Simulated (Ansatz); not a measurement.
The cluster Tl4H5⁻ (the lowest singlet isomer of a short search). Charge -1, multiplicity 1. Geometry B3LYP-D4/def2-SVPD, basis def2-TZVPD, Ansatz.

```xyz
9

Tl    0.347    1.914   -1.563
Tl    1.656   -0.895    1.439
Tl   -0.947   -1.587   -1.470
Tl   -1.290    1.394    1.624
H    -1.452    0.615   -0.604
H    -0.487   -0.586    2.336
H     0.917    1.262    0.639
H     0.572   -1.955   -0.040
H     0.684   -0.163   -2.361
```

```csv
run,HOMO (eV),LUMO (eV)
A,-0.96,1.32
B,-1.13,1.52
C,-1.40,1.72
D,-1.19,1.03
E,-1.66,1.89
F,-0.85,1.42
```

In the def2 sets Tl takes a core potential; there is no spin–orbit coupling. The structure comes from a short search, and lower isomers may exist.

Task: The runs used BLYP, LDA (SPW92), PBE, PBE0, r2SCAN, r2SCANh. Estimate which is which.

Result: A PBE (0 % exact exchange); B r2SCAN (0 % exact exchange); C r2SCANh (10 % exact exchange); D LDA (SPW92) (0 % exact exchange); E PBE0 (25 % exact exchange); F BLYP (0 % exact exchange). Exact exchange lowers occupied and raises empty levels; among semilocal functionals meta-GGAs tend to open the gap a little, and such runs are hard to tell apart. The gap grows from 2.22 eV (LDA (SPW92)) to 3.56 eV (PBE0).
